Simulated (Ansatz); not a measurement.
A short molecular-dynamics run on ClHInO, SMILES `[O][InH][Cl]` radical.

```yaml
crystal:
  periodic: [false, false, false]
  atoms:
    - {symbol: O, position_ang: [-1.818163, -0.633756, 0.227315]}
    - {symbol: In, position_ang: [-0.022682, 0.152846, -0.136289]}
    - {symbol: Cl, position_ang: [1.582554, -1.075807, 0.994217]}
    - {symbol: H, position_ang: [0.313890, 1.496417, -1.105644]}
basis:
  gaussian: {orbitals: def2-SVP}
magnetization: {spin_polarized: true, initial_magnetization: 1}
hamiltonian: {xc: {name: BLYP}}
md: {timestep: 2 fs, n_steps: 30, ensemble: nve, temperature: 500, initial_velocities: maxwell_boltzmann, seed: 958}
```

```sh
$ ansatz run in.yaml --threads 2 --pin off --events-out ev --progress --plain --max-ram 22528MiB --backend cpu
```

| step | time (fs) | potential energy (eV) | kinetic (eV) | T (K) | conserved (eV) |
| --- | --- | --- | --- | --- | --- |
| 0 | 0.0 | -19751.4452 | 0.1293 | 500 | -19751.3160 |
| 1 | 2.0 | -19751.4301 | 0.1142 | 442 | -19751.3159 |
| 2 | 4.0 | -19751.3888 | 0.0753 | 291 | -19751.3135 |
| 3 | 6.0 | -19751.3558 | 0.0439 | 170 | -19751.3120 |
| 4 | 8.0 | -19751.3547 | 0.0422 | 163 | -19751.3125 |
| 5 | 10.0 | -19751.3773 | 0.0626 | 242 | -19751.3146 |
| 6 | 12.0 | -19751.3917 | 0.0758 | 293 | -19751.3160 |
| 7 | 14.0 | -19751.3824 | 0.0689 | 267 | -19751.3135 |
| 8 | 16.0 | -19751.3848 | 0.0731 | 283 | -19751.3117 |
| 9 | 18.0 | -19751.4220 | 0.1071 | 414 | -19751.3149 |
| 10 | 20.0 | -19751.4512 | 0.1347 | 521 | -19751.3165 |
| 11 | 22.0 | -19751.4457 | 0.1310 | 507 | -19751.3147 |
| 12 | 24.0 | -19751.4280 | 0.1151 | 445 | -19751.3129 |
| 13 | 26.0 | -19751.4254 | 0.1125 | 435 | -19751.3128 |
| 14 | 28.0 | -19751.4391 | 0.1247 | 483 | -19751.3144 |
| 15 | 30.0 | -19751.4453 | 0.1292 | 500 | -19751.3160 |
| 16 | 32.0 | -19751.4225 | 0.1078 | 417 | -19751.3146 |
| 17 | 34.0 | -19751.3937 | 0.0820 | 317 | -19751.3117 |
| 18 | 36.0 | -19751.3982 | 0.0849 | 328 | -19751.3133 |
| 19 | 38.0 | -19751.4144 | 0.0985 | 381 | -19751.3160 |
| 20 | 40.0 | -19751.4048 | 0.0897 | 347 | -19751.3150 |
| 21 | 42.0 | -19751.3795 | 0.0666 | 257 | -19751.3130 |
| 22 | 44.0 | -19751.3691 | 0.0569 | 220 | -19751.3122 |
| 23 | 46.0 | -19751.3855 | 0.0723 | 280 | -19751.3133 |
| 24 | 48.0 | -19751.4120 | 0.0966 | 374 | -19751.3154 |
| 25 | 50.0 | -19751.4169 | 0.1009 | 390 | -19751.3160 |
| 26 | 52.0 | -19751.3952 | 0.0821 | 318 | -19751.3131 |
| 27 | 54.0 | -19751.3879 | 0.0759 | 293 | -19751.3121 |
| 28 | 56.0 | -19751.4086 | 0.0934 | 361 | -19751.3151 |
| 29 | 58.0 | -19751.4158 | 0.0997 | 386 | -19751.3160 |
| 30 | 60.0 | -19751.3939 | 0.0798 | 309 | -19751.3141 |

Velocities are drawn at the set temperature; a run this short doesn't reach equilibrium.

Frames (Å, forces in eV/Å):

```xyz
4
time=0.0 fs
O    -1.818   -0.634    0.227   -0.785   -0.337    0.154
In   -0.023    0.153   -0.136   -0.026    0.530   -0.403
Cl    1.583   -1.076    0.994    0.702   -0.505    0.470
H     0.314    1.496   -1.106    0.108    0.313   -0.222
4
time=2.0 fs
O    -1.803   -0.629    0.225   -1.101   -0.456    0.208
In   -0.025    0.152   -0.135    0.419    1.162   -0.839
Cl    1.582   -1.075    0.993    0.733   -0.528    0.495
H     0.374    1.525   -1.134   -0.051   -0.178    0.136
4
time=4.0 fs
O    -1.791   -0.626    0.224   -1.376   -0.559    0.255
In   -0.027    0.151   -0.135    0.825    1.609   -1.147
Cl    1.582   -1.075    0.993    0.745   -0.538    0.508
H     0.432    1.546   -1.157   -0.194   -0.512    0.385
4
time=6.0 fs
O    -1.782   -0.624    0.223   -1.575   -0.637    0.291
In   -0.029    0.151   -0.135    1.122    1.811   -1.283
Cl    1.582   -1.075    0.993    0.737   -0.539    0.511
H     0.482    1.548   -1.165   -0.283   -0.636    0.481
4
time=8.0 fs
O    -1.777   -0.624    0.223   -1.673   -0.678    0.314
In   -0.031    0.151   -0.135    1.263    1.766   -1.247
Cl    1.584   -1.076    0.994    0.708   -0.532    0.506
H     0.521    1.526   -1.155   -0.298   -0.555    0.427
4
time=10.0 fs
O    -1.775   -0.625    0.223   -1.654   -0.676    0.319
In   -0.032    0.152   -0.136    1.212    1.468   -1.035
Cl    1.586   -1.077    0.995    0.662   -0.520    0.494
H     0.550    1.482   -1.128   -0.220   -0.272    0.222
4
time=12.0 fs
O    -1.778   -0.628    0.224   -1.523   -0.628    0.304
In   -0.032    0.154   -0.137    0.961    0.939   -0.662
Cl    1.589   -1.080    0.996    0.602   -0.501    0.476
H     0.569    1.428   -1.093   -0.040    0.189   -0.118
4
time=14.0 fs
O    -1.785   -0.633    0.227   -1.303   -0.537    0.268
In   -0.033    0.156   -0.138    0.596    0.344   -0.244
Cl    1.593   -1.082    0.999    0.531   -0.472    0.449
H     0.588    1.381   -1.063    0.176    0.665   -0.474
4
time=16.0 fs
O    -1.794   -0.638    0.229   -1.035   -0.414    0.214
In   -0.033    0.158   -0.139    0.330    0.007   -0.020
Cl    1.597   -1.085    1.001    0.451   -0.429    0.409
H     0.613    1.360   -1.051    0.255    0.837   -0.604
4
time=18.0 fs
O    -1.807   -0.645    0.232   -0.754   -0.275    0.146
In   -0.033    0.160   -0.141    0.302    0.081   -0.102
Cl    1.602   -1.089    1.005    0.362   -0.370    0.355
H     0.647    1.371   -1.061    0.090    0.563   -0.400
4
time=20.0 fs
O    -1.820   -0.652    0.236   -0.477   -0.131    0.074
In   -0.033    0.162   -0.142    0.402    0.336   -0.317
Cl    1.607   -1.093    1.008    0.268   -0.299    0.291
H     0.685    1.403   -1.087   -0.193    0.095   -0.048
4
time=22.0 fs
O    -1.836   -0.660    0.240   -0.206    0.006    0.004
In   -0.033    0.164   -0.143    0.461    0.503   -0.464
Cl    1.612   -1.097    1.012    0.172   -0.223    0.221
H     0.716    1.439   -1.115   -0.427   -0.285    0.239
4
time=24.0 fs
O    -1.851   -0.668    0.243    0.055    0.133   -0.059
In   -0.033    0.166   -0.145    0.411    0.495   -0.477
Cl    1.618   -1.102    1.016    0.078   -0.147    0.151
H     0.731    1.464   -1.134   -0.544   -0.480    0.384
4
time=26.0 fs
O    -1.867   -0.675    0.247    0.302    0.246   -0.113
In   -0.032    0.168   -0.147    0.255    0.314   -0.358
Cl    1.623   -1.106    1.021   -0.015   -0.073    0.083
H     0.724    1.470   -1.138   -0.542   -0.488    0.388
4
time=28.0 fs
O    -1.881   -0.682    0.250    0.529    0.344   -0.159
In   -0.032    0.171   -0.149    0.002   -0.035   -0.108
Cl    1.629   -1.111    1.025   -0.106   -0.001    0.016
H     0.697    1.458   -1.127   -0.425   -0.308    0.251
4
time=30.0 fs
O    -1.895   -0.688    0.253    0.728    0.425   -0.195
In   -0.031    0.173   -0.151   -0.330   -0.548    0.267
Cl    1.635   -1.116    1.029   -0.192    0.070   -0.050
H     0.654    1.434   -1.107   -0.206    0.053   -0.023
4
time=32.0 fs
O    -1.907   -0.693    0.256    0.889    0.485   -0.222
In   -0.031    0.176   -0.153   -0.665   -1.130    0.700
Cl    1.640   -1.121    1.034   -0.273    0.140   -0.115
H     0.602    1.412   -1.087    0.049    0.505   -0.363
4
time=34.0 fs
O    -1.916   -0.697    0.258    1.001    0.525   -0.240
In   -0.030    0.178   -0.154   -0.848   -1.514    0.989
Cl    1.645   -1.125    1.038   -0.347    0.210   -0.180
H     0.553    1.410   -1.081    0.194    0.779   -0.569
4
time=36.0 fs
O    -1.923   -0.699    0.259    1.059    0.546   -0.253
In   -0.030    0.179   -0.156   -0.784   -1.454    0.952
Cl    1.650   -1.130    1.042   -0.409    0.280   -0.244
H     0.511    1.437   -1.098    0.135    0.628   -0.455
4
time=38.0 fs
O    -1.928   -0.700    0.260    1.072    0.551   -0.260
In   -0.031    0.180   -0.157   -0.582   -1.063    0.675
Cl    1.654   -1.134    1.046   -0.460    0.344   -0.303
H     0.474    1.489   -1.131   -0.031    0.167   -0.112
4
time=40.0 fs
O    -1.930   -0.700    0.260    1.056    0.542   -0.259
In   -0.031    0.181   -0.157   -0.398   -0.648    0.385
Cl    1.657   -1.137    1.049   -0.498    0.401   -0.355
H     0.436    1.546   -1.169   -0.160   -0.295    0.229
4
time=42.0 fs
O    -1.929   -0.699    0.260    1.019    0.521   -0.252
In   -0.032    0.181   -0.158   -0.287   -0.378    0.206
Cl    1.661   -1.141    1.052   -0.530    0.448   -0.397
H     0.392    1.593   -1.198   -0.202   -0.590    0.444
4
time=44.0 fs
O    -1.926   -0.696    0.259    0.966    0.487   -0.237
In   -0.033    0.181   -0.158   -0.238   -0.288    0.161
Cl    1.663   -1.143    1.055   -0.558    0.487   -0.434
H     0.340    1.617   -1.210   -0.170   -0.686    0.511
4
time=46.0 fs
O    -1.921   -0.692    0.257    0.896    0.440   -0.215
In   -0.034    0.181   -0.159   -0.226   -0.376    0.248
Cl    1.665   -1.146    1.057   -0.584    0.521   -0.465
H     0.281    1.614   -1.202   -0.085   -0.584    0.433
4
time=48.0 fs
O    -1.913   -0.687    0.255    0.803    0.376   -0.183
In   -0.035    0.182   -0.159   -0.226   -0.652    0.471
Cl    1.667   -1.147    1.059   -0.609    0.549   -0.493
H     0.219    1.589   -1.178    0.032   -0.273    0.205
4
time=50.0 fs
O    -1.904   -0.681    0.252    0.681    0.296   -0.143
In   -0.035    0.181   -0.160   -0.206   -1.079    0.804
Cl    1.667   -1.148    1.060   -0.629    0.571   -0.515
H     0.159    1.554   -1.146    0.154    0.212   -0.146
4
time=52.0 fs
O    -1.893   -0.674    0.249    0.522    0.200   -0.096
In   -0.037    0.181   -0.160   -0.118   -1.458    1.102
Cl    1.667   -1.149    1.060   -0.639    0.586   -0.531
H     0.104    1.527   -1.120    0.236    0.673   -0.475
4
time=54.0 fs
O    -1.881   -0.667    0.246    0.322    0.092   -0.046
In   -0.038    0.180   -0.159    0.058   -1.459    1.130
Cl    1.666   -1.149    1.060   -0.635    0.592   -0.539
H     0.059    1.526   -1.112    0.255    0.775   -0.545
4
time=56.0 fs
O    -1.867   -0.660    0.243    0.087   -0.021    0.005
In   -0.039    0.178   -0.158    0.287   -0.998    0.832
Cl    1.665   -1.148    1.060   -0.613    0.590   -0.537
H     0.023    1.554   -1.125    0.240    0.429   -0.300
4
time=58.0 fs
O    -1.854   -0.653    0.239   -0.170   -0.136    0.056
In   -0.040    0.176   -0.157    0.521   -0.363    0.416
Cl    1.663   -1.146    1.059   -0.578    0.577   -0.526
H    -0.004    1.599   -1.149    0.227   -0.078    0.054
4
time=60.0 fs
O    -1.841   -0.646    0.236   -0.433   -0.252    0.107
In   -0.041    0.174   -0.156    0.744    0.166    0.076
Cl    1.660   -1.144    1.057   -0.535    0.556   -0.506
H    -0.021    1.640   -1.171    0.225   -0.470    0.323
```

Hardware: 2 threads of an AMD EPYC 7R13 on a shared host. Wall time 48 s, peak host memory 0.32 GiB.
